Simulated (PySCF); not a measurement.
Li⁺ (lithium, charge +1) across methods

1s2, closed-shell 1S. Calculation: PySCF 2.14, in aug-cc-pV5Z (7s6p5d4f3g2h, 127 functions); the non-relativistic Hamiltonian (point nucleus).

```csv
method,E (hartree),mean ε 1s (eV),Σ⟨r²⟩ (bohr²),⟨S²⟩
UHF,-7.23641,-75.984,0.8907,0.000
LDA,-7.1427,-59.588,0.9368,0.000
HSE06,-7.2645,-64.075,0.9107,0.000
PBE,-7.2567,-60.400,0.9200,0.000
B2PLYP,-7.2685,-69.033,0.9045,0.000
r2SCAN,-7.2816,-61.911,0.9041,0.000
PBE0,-7.2625,-64.479,0.9106,0.000
TPSSh,-7.2861,-62.998,0.9016,0.000
```
